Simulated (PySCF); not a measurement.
C4H7BSi.
Bonds: Si1–C2, C2–C3 (double), C3–B4, B4–C5, C5–C6 (double), C2–C6. Hydrogens: H7, H8, H9 on Si1; H10 on C3; H11 on B4; H12 on C5; H13 on C6.

The calculation used PySCF 2.14.0, BHandHLYP/cc-pVDZ geometry optimisation, gas phase.

Problem. List the bond lengths, angles and torsions at this level.

Solution. 
| bond | length (bohr) | order |
| --- | --- | --- |
| Si1–C2 | 3.547 | single |
| C2=C3 | 2.539 | double |
| C3–B4 | 2.995 | single |
| B4–C5 | 2.969 | single |
| C5=C6 | 2.527 | double |
| C2–C6 | 2.877 | single |
| Si1–H7, Si1–H8, Si1–H9 | 2.810 | single |
| C3–H10 | 2.049 | single |
| B4–H11 | 2.258 | single |
| C5–H12 | 2.047 | single |
| C6–H13 | 2.054 | single |

Bonds in one row agree within 0.02 bohr and their mean is given. Orders are formal, as drawn. A selection of angles:
| angle | degrees |
| --- | --- |
| C2–Si1–H7 | 110.2 |
| H7–Si1–H8 | 107.7 |
| H7–Si1–H9 | 109.8 |
| Si1–C2–C3 | 126.1 |
| Si1–C2–C6 | 124.2 |
| C3–C2–C6 | 109.6 |
| C2–C3–B4 | 107.3 |
| C2–C3–H10 | 123.1 |
| B4–C3–H10 | 129.6 |
| C3–B4–C5 | 104.3 |
| C3–B4–H11 | 127.6 |
| C5–B4–H11 | 128.1 |
| B4–C5–C6 | 106.0 |
| B4–C5–H12 | 130.5 |
| C6–C5–H12 | 123.4 |
| C5–C6–H13 | 125.8 |
| C2–C6–C5 | 112.8 |
| C2–C6–H13 | 121.4 |

Torsions: Si1–C2–C3–B4 180° (antiperiplanar); C2–C3–B4–C5 -1° (synperiplanar); C3–B4–C5–C6 0° (synperiplanar); B4–C5–C6–C2 0° (synperiplanar); Si1–C2–C6–C5 180° (antiperiplanar).

The 5-membered ring C2–C3–B4–C5–C6 has internal angles of 104.3° to 112.8°; it is planar, 0.00 Å rms from its mean plane, widest ring torsion 1°. The 3 C–C bonds span 1.337 Å (C5=C6, drawn double) to 1.523 Å (C2–C6, drawn single), a spread of 0.186 Å. The 6 heavy atoms lie in one plane (0.002 Å rms). B4 (ring boron) is planar (angles 128.1°, 127.6° and 104.3°, sum 360.0°, 0.00 Å off the plane of its three neighbours). Si1 (SiH3 silicon) is tetrahedral (angles from 107.7° to 110.2°).

Point group: Cs (tolerance 0.08 Å). Not checked by BHandHLYP/cc-pVDZ frequencies.

The run took 31 s of wall time on one thread of an Arm Neoverse V1, shared host, and the process peaked at 0.54 GiB of memory. These figures are those of the optimisation.
